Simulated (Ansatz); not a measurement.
One change: `O[SiH2]/C=C\[SiH](O)O` becomes `O[SiH](O)/C=C\[SiH2]F`.

Ansatz, PBE0-D4/def2-TZVP geometries, multiplicity 1. Each molecule was computed in one conformer, which needn't be the lowest.

| property | `O[SiH2]/C=C\[SiH](O)O` |
| --- | --- |
| HOMO energy (ωB97M-V/def2-TZVPP) / eV | -10.11 |
| LUMO energy (PBE/def2-TZVPP) / eV | -2.04 |
| LUMO energy (ωB97M-V/def2-TZVPP) / eV | 0.93 |
| HOMO energy (PBE/def2-TZVPP) / eV | -6.63 |
| HOMO energy (B3LYP/def2-TZVPP) / eV | -7.69 |
| size of the dipole moment (ωB97M-V/def2-TZVPP) / D | 2.85 |

Q: Give the same properties after the change, and the shifts. (Best estimate.)

A: Ansatz gave: 
| property | `O[SiH](O)/C=C\[SiH2]F` | shift |
| --- | --- | --- |
| HOMO energy (ωB97M-V/def2-TZVPP) / eV | -10.41 | -0.30 |
| LUMO energy (PBE/def2-TZVPP) / eV | -2.22 | -0.18 |
| LUMO energy (ωB97M-V/def2-TZVPP) / eV | 0.75 | -0.18 |
| HOMO energy (PBE/def2-TZVPP) / eV | -7.02 | -0.39 |
| HOMO energy (B3LYP/def2-TZVPP) / eV | -7.97 | -0.28 |
| size of the dipole moment (ωB97M-V/def2-TZVPP) / D | 2.20 | -0.65 |

With PBE0 the HOMO falls by 0.30 eV and the LUMO falls by 0.19 eV, so the gap widens by about 0.11 eV. PBE moves the HOMO by -0.39 eV and ωB97M-V by -0.30 eV. Dipoles are sizes alone; their direction can turn.

B3LYP here is the variant with VWN-RPA as its local correlation; programs differ in this.
